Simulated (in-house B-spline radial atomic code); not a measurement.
The numbers below are computed, except where a source is named.
**Correlation energy from the adiabatic connection: −Z/r, Z = 4, wall at 2.8 bohr**

Two electrons in a singlet, external potential −Z/r, Z = 4, wall at 2.8 bohr (atomic units). Full CI in B-splines (partial waves to l = 8, correlation up to 0.6 % small) with the density held fixed gives W(λ) = <V_ee>_λ − U, and E_c is the integral of W(λ) − W(0) from 0 to 1.

```
   λ  W(λ) − W(0) (hartree)
   0                0.00000
0.02               -0.00188
0.05               -0.00468
0.12               -0.01116
0.25               -0.02295
 0.4               -0.03618
 0.6               -0.05323
 0.8               -0.06965
   1               -0.08546
```

**Question.** Integrate the table by the trapezoid rule.

**Answer.** The strips give -0.00002, -0.00010, -0.00055, -0.00222, -0.00443, -0.00894, -0.01229, -0.01551, which sum to -0.04406 hartree. The direct value, W(1) − W(0) + T_c with T_c = 0.04136, is -0.04410; the curve is convex, so chords lie above it and the trapezoids fall short in size by 0.09 %.

**Question.** Now use only three numbers: W(0) = -2.2767, the initial slope W'(0) = -0.09412 (extrapolated from the first points) and the strong-coupling limit of the point-charge-plus-continuum model, W∞ = -3.2357. What do second-order theory and the interpolation W(λ) = W∞ + (W(0) − W∞)/√(1 + 2χλ) of Seidl, Perdew and Levy give?

**Answer.** Second order keeps the slope alone: E_c = W'(0)/2 = -0.04706, +7 % in size against -0.04410. Matching the slope fixes χ = W'(0)/(W∞ − W(0)) = -0.09412/(-0.95900) = 0.09814. Integrating, with s = √(1 + 2χ) = 1.093749, E_c = −(W(0) − W∞)(s − 1)/(s + 1) = −0.95900 × 0.093749/2.093749 = -0.04294 hartree, -2.6 % in size against the full result. At λ = 1 the formula gives W − W(0) = -0.08220 against -0.08546. Part of the miss can come from the model's W∞.
